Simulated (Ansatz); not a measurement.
Consider the formal exchange of groups at the Si–C bond: `FC([SiH3])[TeH]` + `[SiH3]CC=S` → `[SiH3][SiH2]CC=S` + `FC[TeH]`.

Gas-phase electronic energies from Ansatz, PBE0-D4/def2-TZVP geometries. CCSD(T)/CBS adds triple-zeta CCSD(T) − MP2 to the extrapolated MP2 energy (def2 sets, frozen cores). DFT in def2-TZVPP. Elements past krypton have def2 core potentials. For Te outer-core shells are correlated without core-valence functions, which leaves a few kJ/mol of doubt a bond. One conformer a species, not always the lowest.

CCSD(T)/CBS gives -16.7 kJ/mol.

Another level gave -18.2 kJ/mol. Which?
A. CCSD(T)/def2-TZVPP
B. SCS-MP2/def2-TZVPP
C. r2SCAN-D4/def2-TZVPP
D. PBE/def2-TZVPP

A. CCSD(T)/def2-TZVPP -18.2, SCS-MP2/def2-TZVPP -11.5, PBE -26.9, r2SCAN-D4 -22.7 kJ/mol.

Largest T1 diagnostic among the species: 0.016.
